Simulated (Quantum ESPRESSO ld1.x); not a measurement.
The numbers below are computed, except where a source is named.
The run below uses ld1.x (Quantum ESPRESSO 7.5).

```
 &input
    zed=7.0,
    iswitch=1,
    rel=0,
    lsd=1,
    dft='PZ',
    config='[He] 2s2 2p0 3s0 3d0',
    verbosity='high',
    prefix='ld1',
    max_out_wfc=37,
    file_charge='ld1.rho',
 /
```

Output (excerpt):

```
     Program LD1 v.7.5 starts

     --------------------------- All-electron run ----------------------------

     atomic number is  7.00
     dft =PZ   lsd =1 sic =0 latt =0  beta=0.20 tr2=1.0E-14
     Exchange-correlation= PZ
                           (   1   1   0   0   0   0   0)
     mesh =1695 r(mesh) = 100.09201 a.u. xmin = -7.00 dx = 0.00800
     1 Ry =  13.60569312 eV

     n l     nl                  e(Ry)          e(Ha)          e(eV)
     1 0     1S 1( 1.00)     -32.876538004     -16.438269002   -447.3080870
     2 0     2S 1( 1.00)      -4.979362508      -2.489681254    -67.7476782
     2 1     2P 1( 0.00)      -4.198732869      -2.099366435    -57.1266709
     3 0     3S 1( 0.00)      -1.634963746      -0.817481873    -22.2448150
     3 2     3D 1( 0.00)      -1.271167802      -0.635583901    -17.2951190
     1 0     1S 2( 1.00)     -32.876538004     -16.438269002   -447.3080870
     2 0     2S 2( 1.00)      -4.979362508      -2.489681254    -67.7476782
     2 1     2P 2( 0.00)      -4.198732869      -2.099366435    -57.1266709
     3 0     3S 2( 0.00)      -1.634963746      -0.817481873    -22.2448150
     3 2     3D 2( 0.00)      -1.271167802      -0.635583901    -17.2951190

     final scf error:  6.3E-15 reached in  15 iterations

     Etot =    -101.438995 Ry,     -50.719497 Ha,   -1380.147834 eV
     Total magnetization:    0.00 Bohr mag.

     Ekin =     101.049911 Ry,      50.524956 Ha,    1374.854082 eV
     Encl =    -221.764698 Ry,    -110.882349 Ha,   -3017.262423 eV
     Eh   =      28.758402 Ry,      14.379201 Ha,     391.277993 eV
     Exc  =      -9.482610 Ry,      -4.741305 Ha,    -129.017487 eV
```

Run on one thread of a shared host, so times are rough (Intel(R) Xeon(R) Processor @ 2.60GHz): 0.55 s of CPU time, 0.59 s wall, 15 iterations on 1695 mesh points.
